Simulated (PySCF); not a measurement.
B(SeH)3 (BH3Se3), SMILES [SeH]B([SeH])[SeH].

Geometry optimised at PBE-D3(BJ)/def2-SVP. The geometry has at least one imaginary mode, so it is a saddle point at that level. The values are those of a single conformer.

The numbers are results of PBE-D3(BJ)/def2-SVP (PySCF), not measurements.

Frequencies are harmonic and unscaled.

```
mode  ν (cm⁻¹)  IR (km/mol)  moving atoms (share of kinetic energy)
----  --------  -----------  --------------------------------------
1          71i          1.3                                  H 98 %
2          119          0.1                                 Se 95 %
3          136          0.8                                 Se 93 %
4          253          0.0                                 Se 99 %
5          268          8.3                          H 81 %, B 14 %
6          319          1.2                          H 85 %, B 14 %
7          354         10.7                          B 68 %, H 31 %
8          618         48.3                  H 65 %, B 26 %, Se 9 %
9          684         31.4                          H 76 %, B 20 %
10         696         15.9                                  H 92 %
11         877         66.3                          B 64 %, H 33 %
12         901         55.6                          B 70 %, H 25 %
13        2343          9.5                                  H 99 %
14        2349         14.5                                  H 99 %
15        2359         16.4                                  H 99 %
```
